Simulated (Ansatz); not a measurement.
System: tetramethylurea, C5H12N2O (charge 0, singlet). SMILES: CN(C)C(=O)N(C)C
Coordinates optimised at B3LYP-D3(BJ)/def2-TZVP (Ansatz, a quantum-chemistry and plane-wave program):
```xyz
20

C      1.3146    -1.5952     0.0576
N      1.1551    -0.1742    -0.2070
C      2.3999     0.5719    -0.2500
C      0.0324     0.5245     0.2084
O      0.1024     1.6587     0.6591
N     -1.1747    -0.1446     0.0803
C     -2.3339     0.4967     0.6747
C     -1.4731    -0.9719    -1.0777
H      1.6632    -2.1279    -0.8318
H      2.0511    -1.7494     0.8547
H      0.3752    -2.0308     0.3823
H      2.2060     1.5888    -0.5778
H      2.8853     0.6167     0.7321
H      3.0789     0.0856    -0.9528
H     -3.0898    -0.2629     0.8824
H     -2.0471     0.9856     1.6008
H     -2.7700     1.2525     0.0107
H     -1.9136    -1.9277    -0.7798
H     -0.5724    -1.1640    -1.6518
H     -2.1875    -0.4596    -1.7325
```

Wanted: vertical ionisation energy (to the doublet state of charge +1; each state is the SCF solution reached for its spin; the UHF <S^2> is 0.97 for the doublet (pure: 0.75); for the doublet the Hartree-Fock reference is unstable and T1 is 0.024), in eV. Cores are frozen in the correlated levels unless marked. Open shells are spin-unrestricted. No spin-orbit coupling. Non-relativistic. 

```json
[
 {"level": "SVWN5/def2-TZVPD", "program": "Ansatz", "vertical ionisation energy (eV)": "8.22"},
 {"level": "B3LYP/def2-TZVPD", "program": "Ansatz", "vertical ionisation energy (eV)": "8.39"},
 {"level": "BHLYP/def2-TZVPD", "program": "Ansatz", "vertical ionisation energy (eV)": "8.56"},
 {"level": "CAM-B3LYP/def2-TZVPD", "program": "Ansatz", "vertical ionisation energy (eV)": "8.61"},
 {"level": "B2PLYP/def2-TZVPD", "program": "Ansatz", "vertical ionisation energy (eV)": "8.47"},
 {"level": "RI-MP2/aug-cc-pVTZ", "program": "Ansatz", "vertical ionisation energy (eV)": "9.32"}
]
```
